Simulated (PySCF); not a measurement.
FH5N2OSi, SMILES N[Si](N)(O)F.

Geometry: B3LYP-D3(BJ)/def2-SVP. The structure was generated by enumeration, and PubChem lists no compound with its InChIKey, so it may never have been made. One conformer was computed; it need not be the lowest.

Two levels are set side by side: TDA-PBE/def2-SVPD (PySCF) and TDA-M06-2X/def2-SVPD (PySCF). Vertical, same geometry. The lowest singlet is HOMO→LUMO 99 % with PBE and HOMO→LUMO 81 %, HOMO→LUMO+2 13 % with the other functional; states are paired by order. Differences are taken from unrounded values.

| quantity | TDA-M06-2X |
|---|---|
| lowest singlet excitation (eV) | 7.00 |
| lowest triplet excitation (TDA) (eV) | 6.74 |
| first bright state (f over 0.05) (eV) | 7.00 |
| its oscillator strength | 0.06 |

Question: What does TDA-PBE give, and how far is it from TDA-M06-2X? (The exact figures need the calculation; the answer reports its results.)

Answer: 
```json
[
 {"quantity": "lowest singlet excitation (eV)", "TDA-PBE": "5.77", "TDA-PBE minus TDA-M06-2X": "-1.23"},
 {"quantity": "lowest triplet excitation (TDA) (eV)", "TDA-PBE": "5.56", "TDA-PBE minus TDA-M06-2X": "-1.18"},
 {"quantity": "first bright state (f over 0.05) (eV)", "TDA-PBE": "7.33", "TDA-PBE minus TDA-M06-2X": "0.34"},
 {"quantity": "its oscillator strength", "TDA-PBE": "0.07", "TDA-PBE minus TDA-M06-2X": "0.01"}
]
```

Functionals without exact exchange tend to place singlet excitations lower, as here. Differences between two approximate levels are no errors against the true value.

Rough cost on one machine, each run with all the roots and properties that it gave: TDA-M06-2X against TDA-PBE about 9 times.
